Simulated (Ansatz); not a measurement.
A made-up structure of CH$_{4}$SiZn, closed shell:

Si1  (-1.136, 0.601, -0.741)
C2  (0.298, 0.520, 0.510)
Zn3  (1.503, -1.221, 0.780)
H4  (-1.532, -0.694, -1.700)
H5  (-2.119, 1.914, -1.012)
H6  (0.524, 1.515, 1.177)
H7  (2.464, -2.635, 0.985)
(Å)

It is relaxed with PBE-D4/def2-SVP and then PBE0-D4/def2-TZVP (Ansatz 0.2.0). Atoms count as bonded within 1.22 times the sum of their covalent radii (H–H: 0.88 Å). The end point is not checked to be a true minimum.

Task: Does its bonding change? (A judgement: the text doesn't fix the answer.)

Result: The calculation gives: No: no bond forms or breaks.

Where it ends: The first stage lowers the energy by 1.36 eV in 4 steps. It ends as CH₄SiZn ([SiH2][CH][ZnH]):
```
7
angstrom
Si -1.0144 0.5369 -0.6609
C 0.2660 0.4644 0.4555
Zn 1.3415 -1.0905 0.6966
H -1.3672 -0.6196 -1.5171
H -1.8926 1.7086 -0.9035
H 0.4673 1.3534 1.0508
H 2.1995 -2.3532 0.8786
```

Labels in which every atom is bracketed show which atoms are joined, not bond orders.

For scale, one of the runs: PBE0-D4/def2-TZVP relaxation, 140 basis functions, launched by `ansatz run in.yaml --threads 2 --pin off --events-out ev --progress --plain --max-ram 4352MiB`. Hardware: 2 CPU threads of an Intel Xeon Platinum 8488C, shared host. Wall time about 18 s.
